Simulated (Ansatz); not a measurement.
Results of the Gaussian-basis code of Ansatz.

A structure relaxed at PBE0-D4/def2-TZVP, charge 0, multiplicity 1:

```
atom   x (Å)   y (Å)   z (Å)
  C1   2.149  -2.411   2.141
  O2   3.174  -1.525   1.759
 Ge3   2.841   0.217   1.818
  C4   1.313   0.572   0.741
  C5   0.326   0.770   0.062
 Si6  -1.174   1.027  -0.979
  C7  -1.887   2.707  -0.659
  C8  -0.671   0.779  -2.754
  O9  -2.311  -0.065  -0.511
 C10  -2.090  -1.452  -0.444
 H11   1.841  -2.263   3.184
 H12   1.262  -2.311   1.503
 H13   2.531  -3.430   2.040
 H14   4.090   0.887   1.248
 H15   2.529   0.632   3.266
 H16  -1.169   3.488  -0.920
 H17  -2.790   2.858  -1.256
 H18  -2.148   2.818   0.395
 H19   0.095   1.505  -3.039
 H20  -0.255  -0.219  -2.914
 H21  -1.527   0.906  -3.421
 H22  -1.233  -1.691   0.197
 H23  -1.913  -1.882  -1.436
 H24  -2.981  -1.920  -0.021
```

Question: Give its formula and SMILES.

Answer: C6H14GeO2Si, `C[O][GeH2][C]#C[Si](C)(C)OC`.

Question: Point group (tolerance 0.08 Å, 0.16 Å for H)?

Answer: C1.

Question: Summarise the bond lengths by kind.

Answer: 2 × C–O 1.407 to 1.408 Å; 12 × C–H 1.091 to 1.098 Å; 1 × Ge–O 1.775 Å; 1 × C–Ge 1.903 Å; 2 × Ge–H 1.528 to 1.538 Å; 1 × C–C 1.215 Å; 3 × C–Si 1.844 to 1.861 Å; 1 × O–Si 1.644 Å.
